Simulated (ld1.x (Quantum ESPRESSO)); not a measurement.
Before and after: TM semilocal potential for Au

- Element: gold
- Generator: ld1.x (Quantum ESPRESSO) 7.5
- Type: norm-conserving Troullier–Martins (semilocal form)
- Functional: PBE
- Relativity: scalar-relativistic
- Frozen core: [Kr] 4d10 4f14 5s2
- Valence charge: 17
- Reference configuration: 5p6 5d9.5 6s0 6p0 (charge +1.5)
- Partial waves: 5p (bound): rc 1.45 bohr; 5d (bound): rc 2.20 bohr; 6s (bound, empty): rc 1.95 bohr
- Local potential: the s channel
- Core correction: none

All-electron outer shells of the reference configuration (PBE, scalar-relativistic, ld1.x):

```json
{"shell": "4f", "level (eV)": "-95.98", "outermost node (bohr)": "–", "outermost maximum (bohr)": "0.37"}
{"shell": "5p", "level (eV)": "-74.62", "outermost node (bohr)": "0.52", "outermost maximum (bohr)": "0.96"}
{"shell": "5d", "level (eV)": "-21.15", "outermost node (bohr)": "0.56", "outermost maximum (bohr)": "1.21"}
{"shell": "6s", "level (eV)": "-17.85", "outermost node (bohr)": "1.11", "outermost maximum (bohr)": "2.18"}
{"shell": "6p", "level (eV)": "-10.50", "outermost node (bohr)": "1.30", "outermost maximum (bohr)": "2.84"}
```

Change: core [Xe] 4f14, valence charge 11; reference 5d10 6s0.75 6p0.25; waves now 6s (bound): rc 2.00 bohr; 5d (bound): rc 1.50 bohr; 6p (bound): rc 3.40 bohr; local potential the p channel.

Cutoffs: the cutoffs (Ry, on a coarse ladder) from which the occupation-weighted sum of valence levels, in a spherical-Bessel basis at the reference potential, stays within 10 and 1 mRy of its value at 400 Ry; they do not see the model core or the augmentation charge, which bear on the density cutoff. Errors are all-electron minus pseudo energies relative to the spin-unpolarised reference configuration.

**Question.** What does the change do?

**Answer.** The potential gets softer (70 Ry and 110 Ry → 45 Ry and 80 Ry); neither file shows a bound ghost. The shells moved into the core no longer need plane waves of their own. In the semilocal form every listed channel keeps its own potential, so the choice of the local channel does not act on these tests. It acts once the file is put into the separable form. A semilocal file is local in each channel, so a ghost entry of none says nothing of the separable form that plane-wave codes build from it. Several settings change at once here, so the effects cannot be laid on one of them.

```csv
quantity,base,changed
"cutoff, loose",70 Ry,45 Ry
"cutoff, tight",110 Ry,80 Ry
bound ghosts,none,none
"largest error over its own tests, meV",+109,-143
```
